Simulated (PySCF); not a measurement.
# Computed records: AlB$_{2}$ClH$_{4}$

All values are calculated (PySCF 2.14.0). Calculation on a computer-drawn molecule: the log of a Hartree-Fock and frozen-core CCSD(T) single point meant for a local Hartree-Fock minimum, with one planted fault or none, to be diagnosed. Offsets are logged minus clean, where the clean run is the same molecule without the fault. The reference is restricted for singlets and unrestricted otherwise, and also for a bond in bohr or an excited solution. Adding or removing an electron swaps singlet and doublet. The excited solution moves the top pair (singlet) or top alpha electron (doublet) to the lowest empty orbital. Highest occupied and lowest empty are orbital energies over both spins, largest force is the largest gradient component, triples share is (T) over the correlation energy, the T1 limit is 0.02 restricted and 0.045 unrestricted, electrons count all cores, a negative frequency is imaginary (commonest isotopes), and the dipole is about the centre of nuclear charge.

Entry: AlB$_{2}$ClH$_{4}$

Logged structure:
```xyz
8
AlB2ClH4
B     -3.0065    -1.7623    -0.0443
Al    -1.2044    -0.5917     0.0436
B     -0.3438     0.0978     1.9009
Cl    -0.9058     1.6583     2.5612
H     -4.1011    -1.2651    -0.1159
H     -2.9975    -2.9671    -0.0278
H     -0.4619    -0.1827    -1.3030
H      0.4889    -0.4310     2.5822
```

```
meant charge                         : 0
meant multiplicity                   : 1
meant basis                          : cc-pV(D+d)Z
logged electrons                     : 44
logged basis functions               : 94
logged SCF converged                 : yes
logged spin squared                  : 2.0342
logged highest occupied              : -7.5841 eV
logged lowest empty                  : -0.87148 eV
logged largest force                 : 0.03836 hartree/bohr
logged T1 diagnostic                 : 0.022147
logged D1 diagnostic                 : 0.088448
logged triples share                 : 0.02832
logged CC converged                  : yes
logged dipole magnitude              : 2.2512 debye
logged SCF stable within its kind    : yes
logged energy HF                     : -753.00385 hartree
logged energy CCSD(T)                : -753.42299 hartree
possible faults                      : no fault, one electron removed, one electron added, multiplicity raised by two, geometry at a saddle point, SCF held on an excited solution, minimal basis STO-3G, one bond length entered in bohr, all coordinates scaled
planted fault                        : multiplicity raised by two
HF energy offset from clean run      : 54.65 kcal/mol
CCSD(T) energy offset from clean run : 60.47 kcal/mol
```

Drawn bonds:
| atom | other atom | order |
| --- | --- | --- |
| 1 | 2 | 1 |
| 2 | 3 | 1 |
| 3 | 4 | 1 |
| 1 | 5 | 1 |
| 1 | 6 | 1 |
| 2 | 7 | 1 |
| 3 | 8 | 1 |
